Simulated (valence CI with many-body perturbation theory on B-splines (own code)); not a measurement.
**Tb32+: calculated level list**

Level of theory: relativistic CI+MBPT: five valence electrons over a frozen Dirac-Fock core [Ar] 3d10, radial functions for each j: 9 s, 9 p, 8 d, 6 f, 3 g, 1 h, with the one-electron correlation potential Σ1 (screened to all orders), the two-electron term Σ2, the three-electron term Σ3, Breit, model QED; selected single and double excitations, second order for the rest, scaled by the run's own slope (own B-spline code, finite nucleus).

No measured spectrum was set against this ion. As an estimate, large intervals hold to a few tenths of a per cent, small ones and those within an open d or f shell to about a per cent. Among the levels kept, up to 770 cm⁻¹ of a level comes from second order outside the variational space, and about a tenth of that is noise between levels of different J, which matters for small intervals.

Levels 1 to 36 of 36, with energies above the lowest level, (4s^2 4p1/2^2 4p3/2) J=3/2. "Leading %" is the weight of the configuration and term that name the level; weights of strongly mixed levels are sums over their largest components and can fall short, so below about 35 % the name and the second component can differ from the true leading terms, or belong to a minority configuration. In the jj column 3d3/2^4 stands for four electrons in 3d with j = 3/2. Lifetimes count E1, E2, E3, M1 and M2 decay at the calculated energies, and are blank where another channel may lead or the interval is too uncertain; long ones can be off by a factor of two.

```csv
No.,Configuration,Term,J,E (cm⁻¹),Leading %,Leading jj,Lifetime,Second component
1,4s2.4p3,2P°,3/2,0,44,4s^2 4p1/2^2 4p3/2 (98 %),,30 % 4s2.4p3 4S°
2,4s2.4p3,4S°,3/2,339760,53,4s^2 4p1/2 4p3/2^2 (98 %),1.26 μs,45 % 4s2.4p3 2D°
3,4s2.4p3,2D°,5/2,375790,99,4s^2 4p1/2 4p3/2^2 (99 %),6.30 μs,
4,4s2.4p3,2P°,1/2,421120,98,4s^2 4p1/2 4p3/2^2 (98 %),1.63 μs,
5,4s2.4p3,2P°,3/2,766770,54,4s^2 4p3/2^3 (98 %),580 ns,28 % 4s2.4p3 2D°
6,4s.4p4,4P,5/2,936330,70,4s 4p1/2^2 4p3/2^2 (89 %),54.8 ps,20 % 4s.4p4 2D
7,4s2.4p2.4d,4F,3/2,970470,27,4s^2 4p1/2^2 4d3/2 (77 %),191 ps,21 % 4s2.4p2.4d 2D
8,4s.4p4,2S,1/2,1046500,52,4s 4p1/2^2 4p3/2^2 (89 %),9.93 ps,37 % 4s.4p4 4P
9,4s.4p4,2D,3/2,1075200,26,4s 4p1/2^2 4p3/2^2 (66 %),5.04 ps,23 % 4s.4p4 2P
10,4s2.4p2.4d,4D,5/2,1118000,25,4s^2 4p1/2^2 4d5/2 (86 %),6.89 ps,24 % 4s2.4p2.4d 4F
11,4s.4p4,4P,3/2,1292500,48,4s 4p1/2 4p3/2^3 (68 %),27.0 ps,20 % 4s.4p4 2D
12,4s2.4p2.4d,4F,5/2,1316800,34,4s^2 4p1/2 4p3/2 4d3/2 (77 %),439 ps,29 % 4s2.4p2.4d 2F
13,4s2.4p2.4d,4D,1/2,1319500,67,4s^2 4p1/2 4p3/2 4d3/2 (88 %),84.9 ps,16 % 4s2.4p2.4d 2P
14,4s2.4p2.4d,4F,3/2,1320000,28,4s^2 4p1/2 4p3/2 4d3/2 (70 %),83.6 ps,27 % 4s2.4p2.4d 2P
15,4s.4p4,2D,5/2,1351000,39,4s 4p1/2 4p3/2^3 (52 %),38.1 ps,27 % 4s2.4p2.4d 2F
16,4s2.4p2.4d,2G,7/2,1357900,40,4s^2 4p1/2 4p3/2 4d3/2 (91 %),13.9 ns,28 % 4s2.4p2.4d 4F
17,4s2.4p2.4d,4D,7/2,1403100,48,4s^2 4p1/2 4p3/2 4d5/2 (98 %),2.71 ns,35 % 4s2.4p2.4d 4F
18,4s.4p4,2P,1/2,1417900,32,4s 4p1/2 4p3/2^3 (49 %),3.11 ps,17 % 4s.4p4 4P
19,4s2.4p2.4d,2G,9/2,1441800,55,4s^2 4p1/2 4p3/2 4d5/2 (98 %),,44 % 4s2.4p2.4d 4F
20,4s.4p4,2P,3/2,1442300,31,4s 4p1/2 4p3/2^3 (42 %),1.75 ps,19 % 4s2.4p2.4d 4P
21,4s2.4p2.4d,4P,5/2,1447200,39,4s^2 4p1/2 4p3/2 4d3/2 (54 %),1.60 ps,19 % 4s2.4p2.4d 2F
22,4s2.4p2.4d,4D,3/2,1458200,35,4s^2 4p1/2 4p3/2 4d5/2 (41 %),2.06 ps,27 % 4s2.4p2.4d 2P
23,4s2.4p2.4d,2S,1/2,1489400,35,4s^2 4p1/2 4p3/2 4d3/2 (67 %),1.43 ps,30 % 4s2.4p2.4d 4P
24,4s2.4p2.4d,4D,5/2,1499900,39,4s^2 4p1/2 4p3/2 4d5/2 (48 %),2.46 ps,25 % 4s2.4p2.4d 2F
25,4s2.4p2.4d,2P,3/2,1518800,40,4s^2 4p1/2 4p3/2 4d5/2 (48 %),1.91 ps,21 % 4s2.4p2.4d 4P
26,4s2.4p2.4d,2F,7/2,1522900,39,4s^2 4p1/2 4p3/2 4d5/2 (82 %),4.48 ps,35 % 4s2.4p2.4d 2G
27,4s2.4p2.4d,2D,5/2,1550600,53,4s^2 4p1/2 4p3/2 4d5/2 (78 %),1.64 ps,19 % 4s2.4p2.4d 4P
28,4s2.4p2.4d,2D,3/2,1560800,66,4s^2 4p1/2 4p3/2 4d5/2 (72 %),3.69 ps,9 % 4s2.4p2.4d 4F
29,4s2.4p2.4d,2P,1/2,1591900,66,4s^2 4p1/2 4p3/2 4d5/2 (73 %),1.94 ps,14 % 4s2.4p2.4d 2S
30,4s.4p4,2P,1/2,1745800,24,4s 4p3/2^4 (49 %),7.21 ps,22 % 4s2.4p2.4d 2S
31,4s2.4p2.4d,2F,7/2,1789800,46,4s^2 4p3/2^2 4d5/2 (93 %),20.8 ps,42 % 4s2.4p2.4d 4D
32,4s2.4p2.4d,2P,1/2,1790100,56,4s^2 4p3/2^2 4d3/2 (72 %),1.80 ps,26 % 4s2.4p2.4d 4P
33,4s2.4p2.4d,2D,3/2,1793700,39,4s^2 4p3/2^2 4d3/2 (88 %),1.29 ps,26 % 4s2.4p2.4d 4P
34,4s2.4p2.4d,2D,5/2,1799300,32,4s^2 4p3/2^2 4d3/2 (80 %),1.40 ps,18 % 4s2.4p2.4d 2F
35,4s2.4p2.4d,4F,9/2,1802600,55,4s^2 4p3/2^2 4d5/2 (97 %),1.04 μs,44 % 4s2.4p2.4d 2G
36,4s2.4p2.4d,2F,7/2,1827400,68,4s^2 4p3/2^2 4d3/2 (84 %),1.38 ps,23 % 4s2.4p2.4d 2G
```

The ionisation energy to 4s2.4p2 3P_0 of the next ion comes out as 1302.8 eV (NIST: 1301 ± 4 eV (theoretical)). All 36 levels together are meant to be complete up to 1861400 cm⁻¹.
